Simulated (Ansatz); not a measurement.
Species: C$_{3}$H$_{9}$Si, SMILES `C[Si](C)C` (charge 0, multiplicity 2).

**Question.** Give a relaxed geometry from B3LYP-D3(BJ)/def2-TZVP (Ansatz, a first-principles code).

**Answer.** the end point of this relaxation (outside a Z-matrix the atoms follow the SMILES, hydrogens last).
Z-matrix (Å, degrees):
```
Si
C 1 1.8860
H 2 1.0913 1 111.38
H 2 1.0913 3 108.05 1 -122.62
H 2 1.0958 3 107.88 4 -116.40
C 1 1.8860 2 110.06 3 59.12
H 6 1.0913 1 111.37 2 -58.81
H 6 1.0913 7 108.05 1 122.63
H 6 1.0958 7 107.89 8 116.40
C 1 1.8860 2 110.05 3 -179.43
H 10 1.0913 1 111.38 2 59.02
H 10 1.0913 11 108.05 1 -122.62
H 10 1.0958 11 107.89 12 -116.40
```
